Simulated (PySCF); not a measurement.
PySCF job for C2HF4, SMILES F[CH]C(F)(F)F, multiplicity 2, TDA-PBE/def2-SVPD. Geometry optimised at B3LYP-D3(BJ)/def2-SVP. The isomer is the one that the SMILES or the coordinates give; other isomers of the formula were not compared.

```python
import numpy as np
from pyscf import gto, scf, dft, tdscf

mol = gto.M(
    atom='''
    F     1.78603256   -0.88233640   -0.12712187
    C     1.09987876    0.23295154   -0.31928633
    C    -0.35281523    0.17121139    0.01198635
    F    -0.57320880    0.03240958    1.33606459
    F    -0.95466031   -0.85978418   -0.59472401
    F    -0.94062463    1.31024192   -0.38001977
    H     1.65976968    1.17024416   -0.26399052
    ''',
    basis='def2-SVPD',
    charge=0,
    spin=1,
    max_memory=1600,
    verbose=4,
)
mf = dft.UKS(mol, xc='pbe').density_fit(auxbasis='def2-universal-jkfit')
mf.grids.level = 3
mf.conv_tol = 1e-9
mf.max_cycle = 100
mf.kernel()
fine, coarse = mf.grids, dft.Grids(mol).set(level=1).build(with_non0tab=True)
for _ in range(3):  # follow internal instabilities
    mf.grids = coarse
    mo, _, stable, _ = mf.stability(return_status=True, nroots=4)
    mf.grids = fine
    if stable:
        break
    mf.kernel(mf.make_rdm1(mo, mf.mo_occ))
mf.grids = dft.Grids(mol).set(level=1).build(with_non0tab=True)  # coarser grid for the response kernel
td = tdscf.TDA(mf)
td.nstates = 10
td.conv_tol = 1e-4
td.positive_eig_threshold = 1e-6
td.kernel(x0=td.get_init_guess(mf, 15))
td.analyze()
```

Output:

```
PySCF version 2.14.0

[INPUT] verbose = 4
[INPUT] num. atoms = 7
[INPUT] num. electrons = 49
[INPUT] charge = 0
[INPUT] spin (= nelec alpha-beta = 2S) = 1
[INPUT] symmetry False subgroup None
[INPUT] Mole.unit = angstrom
[INPUT] Symbol           X                Y                Z      unit          X                Y                Z       unit  Magmom
[INPUT]  1 F      1.786032560000  -0.882336400000  -0.127121870000 AA    3.375112387956  -1.667374145735  -0.240225518743 Bohr   0.0
[INPUT]  2 C      1.099878760000   0.232951540000  -0.319286330000 AA    2.078469626626   0.440214610896  -0.603363719018 Bohr   0.0
[INPUT]  3 C     -0.352815230000   0.171211390000   0.011986350000 AA   -0.666724157275   0.323542636506   0.022650918733 Bohr   0.0
[INPUT]  4 F     -0.573208800000   0.032409580000   1.336064590000 AA   -1.083207644191   0.061245230012   2.524796159829 Bohr   0.0
[INPUT]  5 F     -0.954660310000  -0.859784180000  -0.594724010000 AA   -1.804046527892  -1.624756626434  -1.123865498603 Bohr   0.0
[INPUT]  6 F     -0.940624630000   1.310241920000  -0.380019770000 AA   -1.777522936720   2.475998385724  -0.718133287220 Bohr   0.0
[INPUT]  7 H      1.659769680000   1.170244160000  -0.263990520000 AA    3.136510125057   2.211440961272  -0.498869782282 Bohr   0.0

nuclear repulsion = 259.850629924471
number of shells = 56
number of NR pGTOs = 202
number of NR cGTOs = 140
basis = def2-SVPD
ecp = {}


[settings echo left out]
init E= -476.081608347725
  alpha nocc = 25  HOMO = -0.182904385023564  LUMO = -0.00291254739279179
  beta  nocc = 24  HOMO = -0.362443413957831  LUMO = -0.182904385023565

WARN: HOMO -0.182904385023564 >= LUMO -0.182904385023565

cycle= 1 E= -475.216449091728  delta_E= 0.865  |g|= 0.584  |ddm|= 2.21
  alpha nocc = 25  HOMO = -0.233869930013364  LUMO = -0.0169816129978813
  beta  nocc = 24  HOMO = -0.301515151783501  LUMO = -0.172389257005255
  HOMO = -0.233869930013  LUMO = -0.172389257005  gap/eV = 1.67297
cycle= 2 E= -474.848833994576  delta_E= 0.368  |g|= 1.22  |ddm|= 1.27
  alpha nocc = 25  HOMO = -0.213168726513365  LUMO = 0.000984407034681389
  beta  nocc = 24  HOMO = -0.34206416195418  LUMO = -0.143451573336951
  HOMO = -0.213168726513  LUMO = -0.143451573337  gap/eV = 1.89710
cycle= 3 E= -475.32883592538  delta_E= -0.48  |g|= 0.0795  |ddm|= 0.849
  alpha nocc = 25  HOMO = -0.221868737516366  LUMO = 7.40976889610501e-05
  beta  nocc = 24  HOMO = -0.340630305107308  LUMO = -0.148622309297465
  HOMO = -0.221868737516  LUMO = -0.148622309297  gap/eV = 1.99314
cycle= 4 E= -475.329896401302  delta_E= -0.00106  |g|= 0.063  |ddm|= 0.103
  alpha nocc = 25  HOMO = -0.222719142768394  LUMO = -0.00037111806936263
  beta  nocc = 24  HOMO = -0.34348724785449  LUMO = -0.147169916337934
  HOMO = -0.222719142768  LUMO = -0.147169916338  gap/eV = 2.05580
cycle= 5 E= -475.331221989798  delta_E= -0.00133  |g|= 0.0106  |ddm|= 0.0432
  alpha nocc = 25  HOMO = -0.220911595422183  LUMO = 0.000101558775368549
  beta  nocc = 24  HOMO = -0.342546599699307  LUMO = -0.14460003315936
  HOMO = -0.220911595422  LUMO = -0.144600033159  gap/eV = 2.07654
cycle= 6 E= -475.331258777341  delta_E= -3.68e-05  |g|= 0.00384  |ddm|= 0.0122
  alpha nocc = 25  HOMO = -0.221538965068322  LUMO = 2.2896647293269e-05
  beta  nocc = 24  HOMO = -0.342624376544851  LUMO = -0.144823874120325
  HOMO = -0.221538965068  LUMO = -0.14482387412  gap/eV = 2.08752
cycle= 7 E= -475.331265366008  delta_E= -6.59e-06  |g|= 0.00096  |ddm|= 0.00476
  alpha nocc = 25  HOMO = -0.221624671926983  LUMO = 1.23180695030811e-05
  beta  nocc = 24  HOMO = -0.342652663990308  LUMO = -0.144744040189594
  HOMO = -0.221624671927  LUMO = -0.14474404019  gap/eV = 2.09203
cycle= 8 E= -475.331265561378  delta_E= -1.95e-07  |g|= 0.000848  |ddm|= 0.00145
  alpha nocc = 25  HOMO = -0.221601196941794  LUMO = 1.85522218374423e-05
  beta  nocc = 24  HOMO = -0.342637352499961  LUMO = -0.144678321939709
  HOMO = -0.221601196942  LUMO = -0.14467832194  gap/eV = 2.09318
cycle= 9 E= -475.331265801608  delta_E= -2.4e-07  |g|= 0.000121  |ddm|= 0.000676
  alpha nocc = 25  HOMO = -0.221596252175623  LUMO = 2.25007180278958e-05
  beta  nocc = 24  HOMO = -0.342628917512127  LUMO = -0.14466775432576
  HOMO = -0.221596252176  LUMO = -0.144667754326  gap/eV = 2.09333
cycle= 10 E= -475.331265807386  delta_E= -5.78e-09  |g|= 2.85e-05  |ddm|= 0.000162
  alpha nocc = 25  HOMO = -0.221604515638973  LUMO = 1.90217694129302e-05
  beta  nocc = 24  HOMO = -0.342636407577481  LUMO = -0.144677052181015
  HOMO = -0.221604515639  LUMO = -0.144677052181  gap/eV = 2.09330
cycle= 11 E= -475.331265807649  delta_E= -2.63e-10  |g|= 1.8e-05  |ddm|= 4.58e-05
  alpha nocc = 25  HOMO = -0.221596880084484  LUMO = 2.23418930982433e-05
  beta  nocc = 24  HOMO = -0.342630830462367  LUMO = -0.144669938211266
  HOMO = -0.221596880084  LUMO = -0.144669938211  gap/eV = 2.09329
Extra cycle  E= -475.331265807481  delta_E= 1.68e-10  |g|= 2.79e-05  |ddm|= 4.33e-05
converged SCF energy = -475.331265807481  <S^2> = 0.75281947  2S+1 = 2.0028175
tot grids = 34032
uhf_internal: lowest eigs of H = [1.12880342 1.13238019 1.13664962 1.14065018]
<class 'pyscf.df.df_jk.DFUKS'> wavefunction is stable in the internal stability analysis
tot grids = 34032
Overwritten attributes  positive_eig_threshold  of <class 'pyscf.tdscf.uks.TDA'>


******** <class 'pyscf.tdscf.uks.TDA'> for <class 'pyscf.df.df_jk.DFUKS'> ********
nstates = 10
deg_eia_thresh = 1.000e-03
wfnsym = None
conv_tol = 0.0001
eigh lindep = 1e-12
eigh level_shift = 0
eigh max_cycle = 100


Excitation energies (eV)
[5.34689003 5.84288356 6.0867106  6.43230586 6.6663117  6.68358883
 6.93932046 7.20656046 7.67876691 7.70574202]

** Excitation energies and oscillator strengths **
Excited State   1:      5.34689 eV    231.88 nm  f=0.0006
      24b ->   25b      0.99486
Excited State   2:      5.84288 eV    212.20 nm  f=0.0108
      25a ->   26a     -0.99598
Excited State   3:      6.08671 eV    203.70 nm  f=0.0019
      23b ->   25b     -0.99817
Excited State   4:      6.43231 eV    192.75 nm  f=0.0047
      25a ->   27a      0.98825
Excited State   5:      6.66631 eV    185.99 nm  f=0.0080
      21b ->   25b      0.60635
      22b ->   25b      0.78214
Excited State   6:      6.68359 eV    185.51 nm  f=0.0072
      21b ->   25b      0.78451
      22b ->   25b     -0.60746
Excited State   7:      6.93932 eV    178.67 nm  f=0.0009
      25a ->   28a     -0.90861
      20b ->   25b      0.39771
Excited State   8:      7.20656 eV    172.04 nm  f=0.0039
      25a ->   28a     -0.39500
      25a ->   29a      0.16280
      20b ->   25b     -0.88983
Excited State   9:      7.67877 eV    161.46 nm  f=0.0012
      17b ->   25b      0.17275
      18b ->   25b     -0.39397
      19b ->   25b     -0.89155
Excited State  10:      7.70574 eV    160.90 nm  f=0.0026
      25a ->   29a     -0.10743
      18b ->   25b      0.90943
      19b ->   25b     -0.37861

** Transition electric dipole moments (AU) **
state          X           Y           Z        Dip. S.      Osc.
  1        -0.0014      0.0063     -0.0661      0.0044      0.0006
  2         0.0161     -0.0980     -0.2565      0.0757      0.0108
  3         0.0058      0.1114     -0.0177      0.0128      0.0019
  4         0.0747      0.0051      0.1561      0.0300      0.0047
  5        -0.2140      0.0289      0.0507      0.0492      0.0080
  6         0.1986     -0.0237     -0.0622      0.0439      0.0072
  7         0.0682     -0.0038     -0.0253      0.0053      0.0009
  8        -0.0041      0.0117     -0.1479      0.0220      0.0039
  9        -0.0744     -0.0066      0.0310      0.0065      0.0012
 10        -0.0221      0.0518      0.1043      0.0140      0.0026

** Transition velocity dipole moments (imaginary part, AU) **
state          X           Y           Z        Dip. S.      Osc.
  1         0.0093      0.0044      0.0270      0.0008      0.0028
  2         0.0092     -0.0105     -0.0212      0.0006      0.0020
  3         0.0000      0.0015      0.0024      0.0000      0.0000
  4         0.0123      0.0041      0.0639      0.0042      0.0120
  5        -0.0191      0.0034     -0.0025      0.0004      0.0010
  6         0.0178      0.0023     -0.0039      0.0003      0.0009
  7         0.0143      0.0039      0.0156      0.0005      0.0012
  8         0.0065      0.0026      0.0230      0.0006      0.0015
  9        -0.0146      0.0105     -0.0039      0.0003      0.0008
 10        -0.0068     -0.0017     -0.0063      0.0001      0.0002

** Transition magnetic dipole moments (imaginary part, AU) **
state          X           Y           Z
  1        -0.3394      0.3989     -0.0388
  2         0.4238      0.1088     -0.0485
  3        -0.0559     -0.0248     -0.1547
  4         0.0931      0.4799     -0.0845
  5        -0.0501     -0.0808     -0.0282
  6        -0.0444      0.1012      0.0551
  7        -0.0390      0.0964      0.0070
  8         0.3304     -0.1895      0.0196
  9         0.0089      0.0268     -0.0037
 10        -0.1032      0.1047      0.0027
```

The run converged.
